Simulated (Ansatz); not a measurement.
Cartesian coordinates in Å:
```
O -1.524 0.834 -0.178
Si -0.470 0.280 0.980
B 1.078 -0.592 0.079
Zn 1.201 -0.704 -1.990
H -2.318 1.277 0.123
H -0.009 1.416 1.841
H -1.166 -0.686 1.888
H 1.926 -1.042 0.799
H 1.283 -0.783 -3.541
```

Charge 0, multiplicity 1.

Q: List the PBE0/def2-TZVPP orbital energies in eV (Ansatz 0.2.0). (Estimate.)

A: Computed: Occupied: -9458.91, -1802.59, -1152.46, -1014.80, -1014.78, -1014.72, -522.62, -185.02, -144.87, -133.15, -99.56, -99.52, -99.50, -88.98, -88.94, -88.80, -28.01, -15.99, -14.59, -14.23, -14.23, -14.11, -14.11, -13.59, -12.53, -10.62, -10.22, -9.28, -8.59, -8.51, -6.88. Lowest empty: -2.85, -0.45, 0.21, 0.53, 0.94, 1.71, 1.95, 2.42.
